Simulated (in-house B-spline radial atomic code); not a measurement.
**Ionising the platinum ion Pt⁵⁺ with different functionals**

Computed with a radial B-spline atomic code at the basis-set limit: four-component Dirac-Coulomb Hamiltonian, Fermi nucleus of rms radius 5.427 fm, spin-restricted, spherical fractional occupations for the functionals, and exact exchange of hybrids averaged over the configuration. The ionisation energy is the difference of two self-consistent energies, [Xe] 4f14 5d5 → [Xe] 4f14 5d4, without Breit or QED terms; ε is the level of the shell that loses the electron (mean over j). The electron is taken from both j subshells in proportion to 2j + 1, so the result is a j average, not the step between ground levels.

```csv
method,rung,ΔSCF (eV),-ε(5d) (eV)
B97-1,global hybrid,75.29,69.31
B3LYP,global hybrid,75.38,69.31
PBE0,global hybrid,75.32,69.69
HSE06,range-separated hybrid,75.28,69.23
```

Task: Among the functionals, which spreads more, the ΔSCF values or the orbital energies?

Result: The orbital energies: ΔSCF values span about 0.10 eV and the orbital energies 0.46 eV; here energy differences depend much less on the functional than eigenvalues do.

Task: How do they compare with the NIST value?

Result: NIST lists 75 eV ± 2 (tabulated theory, ground level to ground level). Errors run from +0.28 to +0.38 eV; all lie within about twice that uncertainty, so the table can't rank the methods.
